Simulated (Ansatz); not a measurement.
The same ligand exchange along the group Mg, Zn, Cd.

Computed with Ansatz on PBE0-D4/def2-TZVP structures; ΔE is electronic, products minus reactants. CBS: MP2 limit from def2 TZ/QZ plus the TZ coupled-cluster correction, frozen cores. This one scheme is used for every species. def2 core potentials past Kr. For Br, Cd, Mg, Zn outer-core shells are correlated without core-valence functions, which leaves a few kJ/mol of doubt a bond. Scalar relativity is left out up to krypton.

```tsv
reaction	CCSD(T)/CBS(def2) (kcal/mol)
`[F][Mg][Br]` + HCl → `[F][Mg][Cl]` + HBr	2.2
`[F][Zn][Br]` + HCl → `[F][Zn][Cl]` + HBr	4.3
`[F][Cd][Br]` + HCl → `[F][Cd][Cl]` + HBr	?
```

Problem. Fill in the missing values. (Estimate.)

Solution. Ansatz gave: `[F][Cd][Br]` + HCl → `[F][Cd][Cl]` + HBr: +6.2 kcal/mol.

Largest T1 diagnostic: 0.016, for `[F][Zn][Cl]`.
